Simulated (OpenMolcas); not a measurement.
What dynamic correlation does to the levels of Sb IV

| Quantity | Value |
| --- | --- |
| Program | OpenMolcas |
| Basis | ANO-RCC-VTZP [7s6p4d2f1g] |
| Scalar Hamiltonian | DKH2, point nucleus |
| Active space | 2 electrons in 8 orbitals (5s 5p 6s 6p) |
| State averaging | 2S+1 = 3 even, 3 roots; 2S+1 = 1 even, 7 roots; 2S+1 = 3 odd, 3 roots; 2S+1 = 1 odd, 3 roots |
| Spin-orbit coupling | RASSI with atomic mean-field integrals over the reference wave functions, term energies averaged over their components |

Methods on the same reference wave functions:
A. CASSCF
B. SS-CASPT2, IPEA 0.25 Eh, imaginary shift 0.1 Eh (closed shells correlated: 4d)
C. MS-CASPT2, IPEA 0.25 Eh, imaginary shift 0.1 Eh (closed shells correlated: 4d)

Energies in eV above 5s² ¹S₀, the measured ground level; measured values from Moore, Atomic Energy Levels, vol. III, NSRDS-NBS 35 (1971 reprint of NBS Circular 467, 1958).

```tsv
Level	A	B	C	Measured
5s² ¹S₀	0.0000	0.0000	0.0000	0.0000
5s 5p ³P°₀	7.5427	7.988	8.066	
5s 5p ³P°₁	7.8136	8.246	8.323	8.2697
5s 5p ³P°₂	8.4424	8.888	8.965	8.9963
5s 5p ¹P°₁	12.8166	11.690	11.767	11.8965
5p² ³P₀	18.7407	19.011	19.087	18.8550
5p² ³P₁	19.1179	19.412	19.489	19.3896
```

Deviations, from unrounded energies. A percentage is the sum of absolute deviations over the sum of measured energies, with the sign that they share, or ± where signs differ.

| Against measurement | Levels | A | B | C |
| --- | --- | --- | --- | --- |
| mean absolute deviation (cm-1) | 5 | 3700 | 830 | 880 |
| other configurations (%) | 5 | ±3.4 | ±0.8 | ±0.8 |

B, C lie about equally close to measurement and A furthest from it. The largest miss of B in the table is 5s 5p ¹P°₁, by -1700 cm-1. The ranking rests on the paired levels alone, and a cruder setting can come out closer through cancelling errors.

Between B and C the level of the table that moves most is 5s 5p ³P°₁, by 620 cm-1 (lowest in B, highest in C). Moves below CASPT2's spread within the term are not significant.

The lowest spin-free term lies below A's lowest term by 0.411 hartree in B, 0.413 hartree in C.

Term energies are means over components that CASPT2 splits; among the terms shown or strongly mixed into the levels shown the widest spread is 23 cm-1 (5p² ³P, C). Over all roots computed the reference weight is 0.88 to 0.95 in B, 0.88 to 0.95 in C; the roots of lowest weight are the least certain, and an intruder state may touch them. Active for correlation alone: 6p 6s; no level in the range computed is led by a configuration that fills them, so any true level of that kind is missing. The ¹D term of p² mixes with s d, which this space lacks. Measured partners are found by configuration, term and J. A level has none where our copy of the source lacks it or the pairing is in doubt (some pairs that miss far off the trend of their configuration count as doubtful), and it then counts in no deviation. Levels of configurations outside the active space are missing. The table leaves out levels that lie high or whose names do not pair safely across all columns.

° marks odd parity.
